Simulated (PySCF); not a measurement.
Si(F)(Me)2(Cl) (C2H6ClFSi), SMILES C[Si](C)(F)Cl.

The structure is a stationary point at PBE0-D3(BJ)/def2-SVP.

The numbers are results of PySCF with ωB97X/def2-TZVP, not measurements.

Symmetry labels are those of the subgroup Cs that the program uses (full group Cs).

Computed valence orbital energies around the gap with their symmetry:
| orbital | symmetry | energy (eV) |
|---|---|---|
| HOMO−7 | A' | -14.47 |
| HOMO−6 | A" | -14.28 |
| HOMO−5 | A' | -14.16 |
| HOMO−4 | A" | -13.87 |
| HOMO−3 | A' | -12.52 |
| HOMO−2 | A" | -12.32 |
| HOMO−1 | A' | -11.76 |
| HOMO | A" | -11.16 |
| LUMO | A' | 2.85 |
| LUMO+1 | A' | 3.50 |
| LUMO+2 | A' | 3.78 |
| LUMO+3 | A" | 3.85 |
